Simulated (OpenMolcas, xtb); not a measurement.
SiNH4O2 (SMILES N[Si](O)O): the energy, rung by rung

SiNH4O2 has 8 atoms, charge 0, and is taken as a doublet. SMILES: `N[Si](O)O`. The shape is that of a PBE0-D4/def2-TZVP optimisation. This is one conformer, not always the lowest.

```jsonl
{"atom": "N", "x (Å)": "-0.4980", "y (Å)": "1.2670", "z (Å)": "0.1293"}
{"atom": "Si", "x (Å)": "0.0960", "y (Å)": "-0.2436", "z (Å)": "-0.3760"}
{"atom": "O", "x (Å)": "1.6416", "y (Å)": "-0.2883", "z (Å)": "0.2026"}
{"atom": "O", "x (Å)": "-0.9565", "y (Å)": "-1.3347", "z (Å)": "0.2779"}
{"atom": "H", "x (Å)": "0.0712", "y (Å)": "2.0940", "z (Å)": "0.0651"}
{"atom": "H", "x (Å)": "-1.4836", "y (Å)": "1.4674", "z (Å)": "0.1105"}
{"atom": "H", "x (Å)": "2.2509", "y (Å)": "-0.8480", "z (Å)": "-0.2809"}
{"atom": "H", "x (Å)": "-1.0294", "y (Å)": "-2.1710", "z (Å)": "-0.1842"}
```

Quantity: the energy change with the N1–H6 bond stretched from 1.006 to 1.157 Å, in eV. The values are calculated.

```
            level                   kind     program  value (eV)  less CCSD(T)/cc-pVDZ  CPU time (all runs)
           GFN-FF            force field         xtb        0.36                 +0.02            under 2 s
         GFN0-xTB         semi-empirical         xtb        0.32                 -0.02            under 2 s
         GFN1-xTB         semi-empirical         xtb        0.36                 +0.02            under 2 s
      UHF/cc-pVDZ           Hartree–Fock  OpenMolcas        0.46                 +0.12                 15 s
   USVWN5/cc-pVDZ                    LDA  OpenMolcas        0.29                 -0.05                 43 s
     UPBE/cc-pVDZ                    GGA  OpenMolcas        0.30                 -0.04                 72 s
 U-r2SCAN/cc-pVDZ               meta-GGA  OpenMolcas        0.35                 +0.01                 94 s
   UBHLYP/cc-pVDZ          global hybrid  OpenMolcas        0.41                 +0.07                 74 s
ROCCSD(T)/cc-pVDZ  coupled cluster or CI  OpenMolcas        0.34                  0.00                 84 s
```

ROCCSD(T)/cc-pVDZ is the highest level here, not the true value. The first shape isn't each level's own minimum. The values span 0.29 to 0.46 eV. CPU times are rough (shared hosts, several kinds of processor): they show what a rung costs within a factor of a few.
